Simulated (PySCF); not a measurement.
This PySCF input asks for the NMR shieldings of `CB(C)NB(N)[SiH2]N[SiH3]`, C₂H₁₅B₂N₃Si₂; the geometry comes from GFN2-xTB.

```python
import basis_set_exchange as bse
import numpy as np
from pyscf import gto, dft
from pyscf.prop import nmr

atoms = """
C    -0.978771    0.588055   -1.756623
B    -1.708478    0.105168   -0.437111
C    -3.206814    0.573043   -0.166839
N    -1.095133   -0.748771    0.500150
B     0.209543   -1.338970    0.609336
N     0.398309   -2.178509    1.714922
Si    1.748192   -1.076681   -0.571909
N     2.320635    0.576916   -0.459779
Si    2.177691    1.703739    0.835956
H    -0.735153   -0.253519   -2.402022
H    -1.582514    1.280304   -2.339342
H    -0.037383    1.081433   -1.529138
H    -3.604128    0.259330    0.797974
H    -3.295293    1.656728   -0.219168
H    -3.873424    0.179450   -0.933644
H    -1.696990   -0.992285    1.279673
H     1.263569   -2.650960    1.909427
H    -0.309437   -2.370340    2.407431
H     2.905039   -1.940122   -0.185394
H     1.657478   -1.312054   -2.029359
H     3.035739    0.804241   -1.132209
H     2.443184    3.029302    0.269147
H     0.816444    1.600008    1.361719
H     3.135959    1.444256    1.924283
"""
names = dict.fromkeys(["C", "B", "N", "Si", "H"], "pcSseg-1")
basis = {el: gto.basis.parse(bse.get_basis(n, elements=[el], fmt="nwchem")) for el, n in names.items()}
mol = gto.M(atom=atoms, basis=basis, charge=0, verbose=0)
mf = dft.RKS(mol, xc="PBE0")
mf.grids.level = 2
mf.grids.alignment = dft.numint.BLKSIZE   # the property module wants whole blocks of grid points
mf.conv_tol = 1e-9
mf.kernel()

calc = nmr.RKS(mf)   # GIAO
C = mf.mo_coeff
Co = C[:, mf.mo_occ > 0]
resp = mf.gen_response(singlet=True, hermi=2)
def vind(x):   # induced exchange potential for any number of trial vectors
    d = np.einsum("pi,xij,qj->xpq", C, 2 * x.reshape(-1, C.shape[1], Co.shape[1]), Co, optimize=True)
    return np.einsum("xpq,pi,qj->xij", resp(d - d.transpose(0, 2, 1)), C, Co, optimize=True).ravel()
mo1, _ = nmr.rhf.solve_mo1(calc, with_cphf=vind)
sigma = calc.kernel(mo1)
for i, s in enumerate(sigma):   # ppm
    w = np.linalg.eigvalsh((s + s.T) / 2)
    print("%2d %-2s iso %8.1f  s11 %8.1f  s22 %8.1f  s33 %8.1f" % (i, mol.atom_pure_symbol(i), w.mean(), *w))
```

Task: Give the expected output.

Result: 
```
 0 C  iso    182.6  s11    173.5  s22    183.0  s33    191.3
 1 B  iso     47.3  s11     -0.9  s22     31.1  s33    111.7
 2 C  iso    173.3  s11    160.8  s22    164.3  s33    195.0
 3 N  iso    100.8  s11    -12.3  s22    134.3  s33    180.5
 4 B  iso     71.0  s11     40.7  s22     54.9  s33    117.3
 5 N  iso    159.4  s11     74.1  s22    189.7  s33    214.5
 6 Si iso    396.0  s11    354.4  s22    384.0  s33    449.7
 7 N  iso    274.6  s11    243.7  s22    259.3  s33    320.7
 8 Si iso    406.6  s11    364.1  s22    381.6  s33    474.2
 9 H  iso     31.1  s11     26.4  s22     30.6  s33     36.4
10 H  iso     31.2  s11     26.8  s22     29.9  s33     36.9
11 H  iso     30.4  s11     24.3  s22     28.9  s33     38.0
12 H  iso     31.8  s11     27.5  s22     30.4  s33     37.3
13 H  iso     30.9  s11     27.4  s22     29.5  s33     35.9
14 H  iso     30.9  s11     27.4  s22     29.1  s33     36.4
15 H  iso     26.1  s11     21.5  s22     27.6  s33     29.3
16 H  iso     27.9  s11     22.3  s22     26.1  s33     35.3
17 H  iso     28.2  s11     23.3  s22     25.6  s33     35.6
18 H  iso     26.7  s11     23.1  s22     25.1  s33     31.9
19 H  iso     26.6  s11     23.8  s22     25.1  s33     30.8
20 H  iso     32.6  s11     22.9  s22     29.5  s33     45.5
21 H  iso     27.0  s11     23.6  s22     24.8  s33     32.6
22 H  iso     27.2  s11     23.2  s22     28.3  s33     30.0
23 H  iso     27.0  s11     23.4  s22     24.6  s33     32.9
```

These numbers come from an equivalent density-fitted implementation of the same equations, which agrees with the script to about 0.01 ppm for H and up to a few tenths of a ppm for heavy atoms, so last digits may differ.

Size and cost of the density-fitted run: 242 basis functions, 82 s wall time on 1 thread of an Arm Neoverse V1, shared host; peak memory 1.1 GiB.
